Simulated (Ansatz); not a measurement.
Gas-phase electronic energies from Ansatz, PBE0-D4/def2-TZVP geometries. CCSD(T)/CBS adds triple-zeta CCSD(T) − MP2 to the extrapolated MP2 energy (def2 sets, frozen cores). This one scheme is used for every species. DFT in def2-TZVPP. For Br, Ge outer-core shells are correlated without core-valence functions, which leaves a few kJ/mol of doubt a bond. Scalar relativity is left out up to krypton. Each species was taken in one conformer, which may not be the lowest.

Consider the ligand exchange at a Ge–C bond: `[GeH3][CH2]CBr` + HCl → `[Cl][GeH3]` + `CCBr`.

```json
{"species": "`[GeH3][CH2]CBr`", "PBE0-D4 energy (Eh)": "-4730.95487"}
{"species": "HCl", "PBE0-D4 energy (Eh)": "-460.66564"}
{"species": "`[Cl][GeH3]`", "PBE0-D4 energy (Eh)": "-2538.63620"}
{"species": "`CCBr`", "PBE0-D4 energy (Eh)": "-2653.01843"}
```

(1) Work out ΔE.

Largest T1 diagnostic among the species: 0.010.

Answers

(1) ΔE = (-2538.63620) + (-2653.01843) − (-4730.95487) − (-460.66564) = -0.03412 Eh = -89.6 kJ/mol. CCSD(T)/CBS gives -83.1 kJ/mol.

From PBE to PBE0 (25 % exact exchange), in def2-TZVPP and without D4, ΔE moves by −3.3 kJ/mol. In def2-TZVPP, CCSD(T) changes the Hartree–Fock value by +30.7 kJ/mol (the triples alone add +2.9 kJ/mol) and MP2 by +30.2 kJ/mol. The D4 term adds +5.8 kJ/mol with B3LYP and +3.4 kJ/mol with PBE0; it sums over pairs of atoms, weighted by their polarisabilities, and B3LYP, whose exchange is more repulsive, gets the larger term.

B3LYP here is the variant with VWN-RPA as its local correlation; programs differ in this.
